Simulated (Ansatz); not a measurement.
Basis-set extrapolation for C2H7BO2, SMILES `BC(O)OC` (PBE0-D4/def2-TZVP geometry, frozen core, Ansatz 0.2.0). Multiplicity 1, RHF reference.

```tsv
	def2-TZVPP	def2-QZVPP
HF	-254.270111	-254.281998
MP2 correlation	-0.936168	-1.002998
CCSD(T) correlation	-1.009645	not run
```

Energies in hartree. Use E(X) = E(∞) + A·exp(−7.88·√X) for Hartree–Fock and E(X) = E(∞) + B·X^(−2.97) for correlation, with X = 3 and 4, and add CCSD(T) minus MP2 of the smaller set to the MP2 limit.

Q: What is the CCSD(T) energy at the basis-set limit?

A: HF limit: -254.281998 + (-0.011887) × 0.13774 = -254.28364. MP2 limit: -1.002998 + (-0.066830) × 0.74074 = -1.05250. Higher-order term: -1.009645 − (-0.936168) = -0.07348. Total: -255.40962 hartree, 341.0 kJ/mol below CCSD(T)/def2-TZVPP.
